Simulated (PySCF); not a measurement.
Species: C6H6O2S.
Bonds: C1–C2, C2–O3 (double), C2–O4, O4–C5, C5–C6 (aromatic), C6–C7 (aromatic), C7–S8 (aromatic), S8–C9 (aromatic), C5–C9 (aromatic). Hydrogens: H10, H11, H12 on C1; H13 on C6; H14 on C7; H15 on C9.

The same species was optimised twice, with GFN2-xTB and with PBE0-D3(BJ)/def2-SVP (PySCF), and the same property calculations (PySCF, gas phase) were run on both structures.

```
     coordinate  GFN2-xTB  PBE0-D3(BJ)/def2-SVP  change
      C6–C7 (Å)     1.354                 1.367  +0.013
      C5–C9 (Å)     1.362                 1.374  +0.012
      C2–O4 (Å)     1.342                 1.352  +0.010
      O4–C5 (Å)     1.378                 1.370  -0.008
      C1–C2 (Å)     1.506                 1.499  -0.007
      C7–S8 (Å)     1.719                 1.716  -0.003
      C5–C6 (Å)     1.422                 1.425  +0.003
      C2=O3 (Å)     1.201                 1.199  -0.002
      S8–C9 (Å)     1.717                 1.718  +0.001
   C7–S8–C9 (°)      91.7                  92.6    +0.9
   O4–C5–C6 (°)     118.3                 117.4    -0.9
   C5–C9–S8 (°)     111.2                 110.3    -0.9
   O3–C2–O4 (°)     125.0                 124.2    -0.8
   C1–C2–O3 (°)     125.2                 125.8    +0.6
   C6–C5–C9 (°)     113.1                 113.6    +0.5
   O4–C5–C9 (°)     128.7                 129.0    +0.3
   C6–C7–S8 (°)     112.1                 111.7    -0.4
C1–C2–O4–C5 (°)       179                   179       0
C2–O4–C5–C6 (°)       179                   180      +1
```

Rotational constants: A = 4118, B = 807.2, C = 677.8 MHz (GFN2-xTB) against A = 4104, B = 806.4, C = 676.8 MHz (PBE0-D3(BJ)/def2-SVP).

On the GFN2-xTB structure: lowest singlet, TDDFT (eV) 5.64 [CAM-B3LYP/def2-SVPD]; lowest triplet, Tamm–Dancoff (eV) 3.85 [CAM-B3LYP/def2-SVPD]; isotropic polarisability (au) 92.8 [CAM-B3LYP/def2-SVPD]; HOMO (eV) -8.13 [CAM-B3LYP/def2-SVPD]; LUMO (eV) 0.46 [CAM-B3LYP/def2-SVPD]; dipole (D) 2.33 [CAM-B3LYP/def2-SVPD]; HOMO (eV) -6.89 [PBE0/pcSseg-1]; LUMO (eV) -0.59 [PBE0/pcSseg-1]; dipole (D) 2.23 [PBE0/pcSseg-1]; GIAO shielding of C1 (ppm) 162.8 [PBE0/pcSseg-1]; GIAO shielding of C2 (ppm) 13.7 [PBE0/pcSseg-1]; GIAO shielding of O3 (ppm) -117.9 [PBE0/pcSseg-1]; GIAO shielding of O4 (ppm) 92.4 [PBE0/pcSseg-1]; GIAO shielding of C5 (ppm) 33.4 [PBE0/pcSseg-1]; GIAO shielding of C6 (ppm) 61.9 [PBE0/pcSseg-1]; GIAO shielding of C7 (ppm) 55.9 [PBE0/pcSseg-1]; GIAO shielding of S8 (ppm) 309.6 [PBE0/pcSseg-1].

What do these properties become on the PBE0-D3(BJ)/def2-SVP structure?

```json
{"property": "lowest singlet, TDDFT (eV)", "level": "CAM-B3LYP/def2-SVPD", "on GFN2-xTB": "5.64", "on PBE0-D3(BJ)/def2-SVP": "5.57", "change": "-0.07"}
{"property": "lowest triplet, Tamm–Dancoff (eV)", "level": "CAM-B3LYP/def2-SVPD", "on GFN2-xTB": "3.85", "on PBE0-D3(BJ)/def2-SVP": "3.78", "change": "-0.07"}
{"property": "isotropic polarisability (au)", "level": "CAM-B3LYP/def2-SVPD", "on GFN2-xTB": "92.8", "on PBE0-D3(BJ)/def2-SVP": "93.8", "change": "+1.0"}
{"property": "HOMO (eV)", "level": "CAM-B3LYP/def2-SVPD", "on GFN2-xTB": "-8.13", "on PBE0-D3(BJ)/def2-SVP": "-8.06", "change": "+0.07"}
{"property": "LUMO (eV)", "level": "CAM-B3LYP/def2-SVPD", "on GFN2-xTB": "0.46", "on PBE0-D3(BJ)/def2-SVP": "0.45", "change": "-0.01"}
{"property": "dipole (D)", "level": "CAM-B3LYP/def2-SVPD", "on GFN2-xTB": "2.33", "on PBE0-D3(BJ)/def2-SVP": "2.37", "change": "+0.04"}
{"property": "energy, GFN2-xTB geometry as zero (kcal/mol)", "level": "CAM-B3LYP/def2-SVPD", "on GFN2-xTB": "0.0", "on PBE0-D3(BJ)/def2-SVP": "-0.7", "change": "-0.7"}
{"property": "HOMO (eV)", "level": "PBE0/pcSseg-1", "on GFN2-xTB": "-6.89", "on PBE0-D3(BJ)/def2-SVP": "-6.82", "change": "+0.07"}
{"property": "LUMO (eV)", "level": "PBE0/pcSseg-1", "on GFN2-xTB": "-0.59", "on PBE0-D3(BJ)/def2-SVP": "-0.61", "change": "-0.02"}
{"property": "dipole (D)", "level": "PBE0/pcSseg-1", "on GFN2-xTB": "2.23", "on PBE0-D3(BJ)/def2-SVP": "2.28", "change": "+0.05"}
{"property": "energy, GFN2-xTB geometry as zero (kcal/mol)", "level": "PBE0/pcSseg-1", "on GFN2-xTB": "0.0", "on PBE0-D3(BJ)/def2-SVP": "-0.4", "change": "-0.4"}
{"property": "GIAO shielding of C1 (ppm)", "level": "PBE0/pcSseg-1", "on GFN2-xTB": "162.8", "on PBE0-D3(BJ)/def2-SVP": "161.8", "change": "-1.0"}
{"property": "GIAO shielding of C2 (ppm)", "level": "PBE0/pcSseg-1", "on GFN2-xTB": "13.7", "on PBE0-D3(BJ)/def2-SVP": "13.8", "change": "+0.1"}
{"property": "GIAO shielding of O3 (ppm)", "level": "PBE0/pcSseg-1", "on GFN2-xTB": "-117.9", "on PBE0-D3(BJ)/def2-SVP": "-124.3", "change": "-6.4"}
{"property": "GIAO shielding of O4 (ppm)", "level": "PBE0/pcSseg-1", "on GFN2-xTB": "92.4", "on PBE0-D3(BJ)/def2-SVP": "91.8", "change": "-0.6"}
{"property": "GIAO shielding of C5 (ppm)", "level": "PBE0/pcSseg-1", "on GFN2-xTB": "33.4", "on PBE0-D3(BJ)/def2-SVP": "31.8", "change": "-1.6"}
{"property": "GIAO shielding of C6 (ppm)", "level": "PBE0/pcSseg-1", "on GFN2-xTB": "61.9", "on PBE0-D3(BJ)/def2-SVP": "59.4", "change": "-2.5"}
{"property": "GIAO shielding of C7 (ppm)", "level": "PBE0/pcSseg-1", "on GFN2-xTB": "55.9", "on PBE0-D3(BJ)/def2-SVP": "54.2", "change": "-1.7"}
{"property": "GIAO shielding of S8 (ppm)", "level": "PBE0/pcSseg-1", "on GFN2-xTB": "309.6", "on PBE0-D3(BJ)/def2-SVP": "305.9", "change": "-3.7"}
```

The heavy atoms differ by 0.013 Å rms after alignment. Among bonds between heavy atoms C5–C9 and C6–C7 change most and about equally (+0.012 to +0.013 Å). Changes are differences of the printed values. Neither structure is proved a minimum here.

The values belong to the conformer `[CH3:1][C:2](=[O:3])[O:4][c:5]1[cH:6][cH:7][s:8][cH:9]1`: C1–C2–O4–C5 179°, C2–O4–C5–C6 180°.
